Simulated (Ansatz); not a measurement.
Consider the ligand exchange at the Al–C bond: `[CH3][Al]([CH3])[F]` + `[SiH3]S` → `[CH3][Al]([F])[S][SiH3]` + CH₄.

Program: Ansatz. Geometries: PBE0-D4/def2-TZVP. ΔE: electronic, gas phase. CCSD(T)/CBS is the MP2 limit (def2-TZVPP, def2-QZVPP) plus CCSD(T) − MP2 in def2-TZVPP, frozen cores. This one scheme is used for every species. Functionals use def2-TZVPP. B3LYP here is the variant with VWN-RPA as its local correlation; programs differ in this. One conformer a species, not always the lowest.

```
         level  ΔE (kcal/mol)
     r2SCAN-D4          -31.0
         B3LYP          -28.2
 HF/def2-TZVPP          -30.2
MP2/def2-TZVPP          -31.5
```

(1) What does CCSD(T)/CBS give? (An estimate is asked.)

Largest T1 diagnostic among the species: 0.012.

Results:

(1) Ansatz gave: -30.6 kcal/mol. The listed levels differ from it by -0.4, 2.4, 0.4, -0.9 kcal/mol.

From PBE to PBE0 (25 % exact exchange), in def2-TZVPP and without D4, ΔE moves by −0.8 kcal/mol. The D4 term adds −2.0 kcal/mol with B3LYP and −1.1 kcal/mol with PBE0; it sums over pairs of atoms, weighted by their polarisabilities, and B3LYP, whose exchange is more repulsive, gets the larger term.
